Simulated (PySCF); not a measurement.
## NMR data sheet: C5H11FOSi

```yaml
Formula: C5H11FOSi
SMILES: C[C@@H]([SiH3])[C@@](C)(F)C=O
InChI: InChI=1S/C5H11FOSi/c1-4(8)5(2,6)3-7/h3-4H,1-2,8H3/t4-,5+/m1/s1
Point_group_of_the_computed_structure: C1
Degrees_of_unsaturation: 1
Carbon_signals: 5
Proton_signals: 5
```

Molfile (atoms numbered from 1):
```
C5H11FOSi
     RDKit          3D

 19 18  0  0  0  0  0  0  0  0999 V2000
    1.2393   -1.2172   -0.8216 C   0  0  0  0  0  0  0  0  0  0  0  0
    0.4590   -0.6241    0.3493 C   0  0  1  0  0  0  0  0  0  0  0  0
    1.3677    0.8690    1.1519 Si  0  0  0  0  0  4  0  0  0  0  0  0
   -0.9748   -0.2950   -0.0469 C   0  0  1  0  0  0  0  0  0  0  0  0
   -1.1230    0.5625   -1.3051 C   0  0  0  0  0  0  0  0  0  0  0  0
   -1.6854   -1.4809   -0.2794 F   0  0  0  0  0  0  0  0  0  0  0  0
   -1.6757    0.4228    1.0735 C   0  0  0  0  0  0  0  0  0  0  0  0
   -1.1413    1.2484    1.7601 O   0  0  0  0  0  0  0  0  0  0  0  0
    0.6745   -2.0187   -1.2975 H   0  0  0  0  0  0  0  0  0  0  0  0
    1.4726   -0.4609   -1.5674 H   0  0  0  0  0  0  0  0  0  0  0  0
    2.1774   -1.6319   -0.4615 H   0  0  0  0  0  0  0  0  0  0  0  0
    0.3748   -1.4040    1.1148 H   0  0  0  0  0  0  0  0  0  0  0  0
    1.0400    2.1285    0.4895 H   0  0  0  0  0  0  0  0  0  0  0  0
    1.2274    0.8797    2.6015 H   0  0  0  0  0  0  0  0  0  0  0  0
    2.7845    0.5949    0.8564 H   0  0  0  0  0  0  0  0  0  0  0  0
   -2.1690    0.8265   -1.4516 H   0  0  0  0  0  0  0  0  0  0  0  0
   -0.7887   -0.0076   -2.1675 H   0  0  0  0  0  0  0  0  0  0  0  0
   -0.5321    1.4673   -1.2105 H   0  0  0  0  0  0  0  0  0  0  0  0
   -2.7369    0.1500    1.2046 H   0  0  0  0  0  0  0  0  0  0  0  0
  1  2  1  0
  2  3  1  0
  2  4  1  0
  4  5  1  0
  4  6  1  6
  4  7  1  0
  7  8  2  0
  1  9  1  0
  1 10  1  0
  1 11  1  0
  2 12  1  1
  3 13  1  0
  3 14  1  0
  3 15  1  0
  5 16  1  0
  5 17  1  0
  5 18  1  0
  7 19  1  0
M  END
```

No solvent, single conformer, relativity neglected, one averaged value for each set of equivalent atoms. NMR shieldings at PBE0/pcSseg-1/GIAO; GFN2-xTB geometry; PySCF 2.14.

Shifts are taken against calculated references (same method and geometry level): 1H (σref 31.72) and 13C (σref 186.93) and 29Si (σref 349.16) vs TMS; CFCl3 for 19F (σref 170.95); 17O (σref 336.08) vs H2O.

| carbon | δC, type | δH (multiplicity) | HMBC from (2–3 bonds) | span of the C tensor (ppm) |
| --- | --- | --- | --- | --- |
| C1 | 14.3, CH3 | 1.26 (d) | H13/H14/H15, H12 | 22 |
| C2 | 24.5, CH | 1.56 (m) | H19, H13/H14/H15, H16/H17/H18, H9/H10/H11 | 33 |
| C4 | 105.2, C | – | H19, H13/H14/H15, H12, H16/H17/H18, H9/H10/H11 | 65 |
| C5 | 18.2, CH3 | 1.38 (m) | H19, H12 | 40 |
| C7 | 216.1, CH | 10.15 (m) | H12, H16/H17/H18 | 197 |

Other nuclei:
```
      atoms  nucleus                        environment  δ (ppm)  σ (ppm)
H13/H14/H15       1H  hydrogen on a silicon bonded to C     3.97    27.75
         F6      19F          fluorine on an sp3 carbon   -183.7    354.7
        Si3     29Si           silicon bonded to C, 3 H    -65.6    414.8
         O8      17O                    aldehyde oxygen    656.0   -319.9
```

Carbon types of the structure: 1 × C, 2 × CH, 2 × CH3, leaving 3 H on heteroatoms. δC 216.1: aldehyde carbonyl carbon; low-lying n→π* states of the double bond to the heteroatom give a large paramagnetic term (-281 ppm). δC 105.2: fully substituted sp3 carbon bonded to F, α to a carbonyl; deshielded by the electronegative neighbour. δC 18.2, 14.3: methyl carbon; a saturated carbon with 1 carbon neighbour and no heteroatom attached. δH 10.15: hydrogen on an aldehyde carbonyl carbon; the C=O anisotropy and electron withdrawal place aldehyde protons far downfield. δH 1.56: hydrogen on an sp3 CH bonded to Si.

Splittings by 19F in the carbon and heteronuclear signals aren't shown, as no couplings were computed. Shifts are as computed. Against solution values, carbons near 30 ppm lie about +3 ppm off and those near 130 ppm about +5 ppm. Of 1309 compounds with measured shifts, 239 miss one by over three times the rms of a fit or turn the order of signals round; such compounds aren't used in these exercises. Unscaled 19F shifts against computed CFCl3 carry errors that often reach 10 to 50 ppm. Unscaled 17O shifts of doubly bonded oxygen tend to come out too high, by tens of ppm or more. Experimental scales use liquid or dissolved standards, which lie at an offset from isolated H2O (liquid H2O: subtract about 36 ppm). Multiplicities follow the n + 1 count of equivalent neighbours, as no J values were calculated; m marks all less simple cases, F and P coupling included.
